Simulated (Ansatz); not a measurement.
A nudged elastic band was laid between two geometries of C$_{2}$H$_{7}$BFN (12 atoms, charge 0, multiplicity 1).

These are results of UKS B3LYP-D4/6-31G* in Ansatz, not measurements.

```yaml
movable_images: 2
climbing_image: yes
spring: 5.0 eV/Å²
optimiser: quadratic models (default)
start_path: through a guess of the saddle point
force_threshold: 0.03 eV/Å
iteration_limit: 60
end_points: relaxed
```

Initial state:

```xyz
12
Properties=species:S:1:pos:R:3
B -1.136 -0.531 -0.943
H -0.945 -0.706 -2.111
N -0.121 -0.058 -0.108
C -0.302 0.166 1.318
C 1.209 0.250 -0.603
H 1.261 0.058 -1.676
F -2.355 -0.798 -0.437
H -0.118 1.218 1.577
H -1.322 -0.092 1.606
H 0.396 -0.450 1.903
H 1.462 1.306 -0.425
H 1.970 -0.364 -0.101
```

Final state:

```xyz
12
Properties=species:S:1:pos:R:3
B -0.930 0.691 -1.015
H 0.383 -1.997 -0.936
N -0.360 0.345 0.158
C -0.175 -0.136 1.496
C 0.535 1.130 -0.772
H 0.779 -2.586 -1.156
F -2.040 0.622 -1.733
H 0.057 0.692 2.179
H -1.090 -0.628 1.841
H 0.650 -0.858 1.542
H 0.795 2.140 -0.434
H 1.396 0.584 -1.170
```

Question: Which bonds break or form, and what moves?

Answer: Bonds broken: B1–H2, C5–H6. Bonds formed: B1–C5, H2–H6. C2H7BFN becomes C2H5BFN + H2.

Question: Give the energies along the band, and the barrier.

Answer: It converged. The highest image is number 1 of 0 to 3, 3.68 eV above the first end and 1.08 eV above the last; the last end lies 2.59 eV above the first. Neighbouring images differ by up to 3.7 eV, so the band resolves the path poorly. Another band between the same ends (9 images) ends at a top of the same energy, where a vibrational analysis finds 1 clearly imaginary mode. So few images can step over the top or miss a turn of the path. The orbitals stay closed-shell, which can raise the energy where a bond breaks towards radicals; this wasn't checked here.

```
image  path coordinate (Å)  energy (eV)  B1–H2 (Å)  C5–H6 (Å)  B1–C5 (Å)
    0                 0.00         0.00       1.20       1.09       2.50
    1                 3.55         3.68       1.33       1.95       1.63
    2                 7.23         2.62       3.87       3.58       1.55
    3                10.90         2.59       2.99       3.74       1.55
```

Question: What is the geometry of the highest image?

Answer: 
```xyz
12
Properties=species:S:1:pos:R:3:forces:R:3
B -0.604 -0.119 -1.041 0.00 -0.01 -0.01
H -0.486 -1.426 -0.827 -0.01 0.00 0.00
N -0.339 0.575 0.211 0.00 0.00 0.00
C -0.198 0.010 1.539 0.00 0.00 0.00
C 0.788 0.644 -0.672 0.01 -0.01 0.00
H 0.227 -1.098 -1.345 0.00 0.02 0.00
F -1.549 0.106 -1.994 0.01 0.00 0.01
H 0.182 0.771 2.232 0.00 0.00 0.00
H -1.177 -0.324 1.896 0.00 0.00 0.00
H 0.496 -0.849 1.575 0.00 0.00 0.00
H 0.953 1.591 -1.185 0.00 0.00 0.00
H 1.707 0.119 -0.387 0.00 0.00 0.00
```

The band took 32 iterations and of the order of 2.4 core-minutes.

The run took 76 s on 2 threads of AMD EPYC 9R45 96-Core Processor (Zen 5) (shared host), peak memory 0.26 GiB.
